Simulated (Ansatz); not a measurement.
```xyz
5

C    -0.0029   -0.0458   -0.6317
N     0.0249   -0.0982    0.6485
H     0.0352    0.9194    1.0597
H    -0.0159   -0.9979   -1.1867
H    -0.0394    0.8813   -1.2322
```

Basis set: cc-pVDZ (spherical functions). Left uncorrelated: 2 orbitals. Charge 0, multiplicity 1.

Computed with Ansatz (development build ahead of 0.2.0); each method stands on the lowest determinant of its kind that the runs found. Restricted open shells among the atoms or ions are ROHF, correlated in semicanonical orbitals with singles.

Problem. Give the atomization energy at this shape (free ground-state atoms in the same class of orbitals less the molecule, no zero-point energy) of singlet CH3N by RHF-MP2, RHF.

Solution.

```tsv
method	atomization energy
RHF-MP2	17.44 eV
RHF	12.63 eV
```
